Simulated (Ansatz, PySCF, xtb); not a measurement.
CH4 (SMILES C) and C2H2 (SMILES C#C) are pulled apart as rigid monomers along the line of their centres of mass, from the B3LYP-D3(BJ)/def2-TZVP minimum. Starting geometry (charge 0, multiplicity 1):
```xyz
9

C      0.00926     0.21161    -0.50701
H      0.16022     0.30764    -1.58108
H      0.96680     0.02278    -0.02335
H     -0.42018     1.13605    -0.12175
H     -0.66928    -0.61881    -0.31363
C      0.12252    -0.34976     4.41399
C     -0.14872    -0.18096     3.26044
H      0.36637    -0.50002     5.43731
H     -0.38836    -0.03135     2.23588
```

Interaction energies with rigid monomers; basis-set methods are counterpoise corrected unless marked otherwise.

Rows in 6-31G* carry no dispersion term and start afresh at each structure (6-31G* with six Cartesian d functions). MP2/6-31G* freezes PySCF's default core.

The values were computed with Ansatz (Gaussian orbitals); PySCF for 6-31G* rows, the dispersion terms; xtb for the GFN methods. Values without a source in brackets are computed.

| C1···H9 (Å) | GFN1-xTB (kcal/mol) | PBE-D3(BJ)/def2-TZVPPD (kcal/mol) | B3LYP/6-31G* (no counterpoise) (kcal/mol) | PBE0-D3(BJ)/def2-TZVPPD (kcal/mol) | MP2/6-31G* (no counterpoise) (kcal/mol) |
|---|---|---|---|---|---|
| 2.51 | 0.40 | -0.71 | 0.18 | (withheld) | -0.05 |
| 2.78 | -0.15 | -0.93 | -0.19 | -0.85 | -0.47 |
| 3.20 | -0.28 | -0.74 | -0.19 | -0.68 | -0.44 |
| 3.89 | -0.17 | -0.33 | -0.09 | -0.32 | -0.21 |
| 5.00 | -0.06 | (withheld) | -0.02 | -0.08 | -0.05 |

Task: What belongs in the gaps?

Result: 
- 2.51, PBE0-D3(BJ)/def2-TZVPPD (kcal/mol): -0.63
- 5.00, PBE-D3(BJ)/def2-TZVPPD (kcal/mol): -0.08

Ansatz is a program for electronic structure.
